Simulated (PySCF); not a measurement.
Species: C₅H₁₀GeSi.
SMILES with atom numbers: `[CH:1]#[C:2]/[CH:3]=[CH:4]/[GeH2:5][CH2:6][SiH3:7]` (hydrogens: H8 on C1; H9 on C3; H10 on C4; H11, H12 on Ge5; H13, H14 on C6; H15, H16, H17 on Si7)

Cartesian coordinates in Å at the PBE0-D3(BJ)/def2-SVP level; atoms count from 1:
```
atom  x, y, z in Å
C1     3.9927    1.4020    1.2665
C2     3.1444    0.6364    0.8558
C3     2.1616   -0.2792    0.3836
C4     1.0388    0.0784   -0.2695
Ge5   -0.2882   -1.2019   -0.8680
C6    -1.9905   -0.8964    0.0553
Si7   -2.6953    0.8359   -0.1329
H8     4.7393    2.0836    1.6302
H9     2.3670   -1.3392    0.5846
H10    0.8702    1.1463   -0.4524
H11    0.2475   -2.6146   -0.5541
H12   -0.5093   -1.0546   -2.3884
H13   -2.7230   -1.6259   -0.3289
H14   -1.8410   -1.1150    1.1255
H15   -1.7283    1.8542    0.3826
H16   -2.9585    1.1334   -1.5754
H17   -3.9783    0.9833    0.6219
```

Method used: core-valence-separated Tamm–Dancoff BHandHLYP/aug-pcX-1 (pcseg-1 on H, def2-SVPD on Si, def2-SVPD on Ge) in PySCF, non-relativistic, gas phase, PBE0-D3(BJ)/def2-SVP geometry. BHandHLYP without relativity tends to put these K edges a few eV too low, so spacings mean more than positions.

Q: Give energies, oscillator strengths and core holes at the C K edge.

A: 
| E (eV) | f | core hole on | main final orbital | polarisation |
| --- | --- | --- | --- | --- |
| 282.01 | 0.0574 | C4 | LUMO (79 %) | normal to the local trigonal plane |
| 282.82 | 0.0491 | C3 | LUMO (82 %) | normal to the local trigonal plane |
| 282.93 | 0.0578 | C1 | LUMO (71 %) | across the triple bond |
| 283.31 | 0.0337 | C2 | LUMO (75 %) | across the triple bond |
| 283.69 | 0.0872 | C2 | spread | across the triple bond |
| 283.75 | 0.0299 | C1 | spread | across the triple bond |
| 284.90 | 0.0050 | C6 | LUMO (64 %) | – |
| 285.46 | 0.0240 | C6 | LUMO+1 (51 %) | – |
| 285.83 | 0.0300 | C6 | LUMO+5 (37 %) | – |
| 285.94 | 0.0098 | C1 | LUMO+2 (40 %) | along the triple bond |
| 286.08 | 0.0162 | C6 | spread | – |
| 286.19 | 0.0103 | C4 | LUMO+4 (34 %) | in the local trigonal plane |
| 286.31 | 0.0087 | C6 | LUMO+6 (42 %) | – |
| 286.40 | 0.0237 | C6 | spread | – |
| 286.41 | 0.0319 | C2 | spread | across the triple bond |
| 286.54 | 0.0215 | C4 | spread | in the local trigonal plane |
| 286.57 | 0.0255 | C3 | LUMO+3 (34 %) | in the local trigonal plane |
| 286.62 | 0.0018 | C2 | LUMO+2 (46 %) | mixed |
| 286.73 | 0.0008 | C6 | spread | – |
| 286.77 | 0.0043 | C1 | spread | along the triple bond |
| 286.94 | 0.0034 | C4 | LUMO+1 (47 %) | mixed |
| 286.98 | 0.0021 | C6 | spread | – |
| 287.11 | 0.0025 | C4 | spread | in the local trigonal plane |

The first line with a tenth or more of the strongest one's intensity is at 282.01 eV (f = 0.057), with the hole on C4 (alkene CH carbon), polarised normal to the local trigonal plane: a 1s→π* resonance. The strongest listed is at 283.69 eV (f = 0.087; C2).

Roots within 0.03 eV whose holes lie on the same, on equivalent or on shared atoms are summed into one line, and the highest roots are left out, as the search may have cut off their partners. Final orbitals are the ground state's empty Kohn–Sham orbitals. A dash: too weak, shared between unlike atoms, or no plane or axis to refer to.

Q: What are the wavelength and the wavenumber of the 286.19 eV line?

A: λ = 12398.42 eV Å/286.19 eV = 43.322 Å; 2.3083 × 10⁶ cm⁻¹.

Only the lowest roots of each edge were sought. Relativistic effects, spin–orbit coupling among them, are left out although an element past zinc is present.

On Arm Neoverse N1, one thread, shared host with 64 logical CPUs at a one-minute load of 62, this took 69 s wall and 1.2 GiB of memory at its peak.

One conformer stands for the species.
